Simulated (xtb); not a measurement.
B(Me)(SH)2 (CH5BS2), SMILES B(C)(S)S. All values are semi-empirical tight-binding results from xtb (GFN2-xTB unless named), good for trends rather than for accurate numbers. Coordinates come from a GFN2-xTB optimisation. Other conformers were not sampled.

**Question.** Estimate the properties. (Estimate from the structure and the level; the computed values follow.)

**Answer.** 
```
Quantity                                         Result
----------------------------------------  -------------
orbital gap                                     4.13 eV
zero-point energy                         36.4 kcal/mol
G − E(el) at 298.15 K (modified RRHO)     17.4 kcal/mol
static polarisability (D4 model)             66.5 bohr³
solvation energy, GFN2-xTB/ALPB(water)    -0.9 kcal/mol
solvation energy, GFN2-xTB/ALPB(toluene)  -5.4 kcal/mol
```
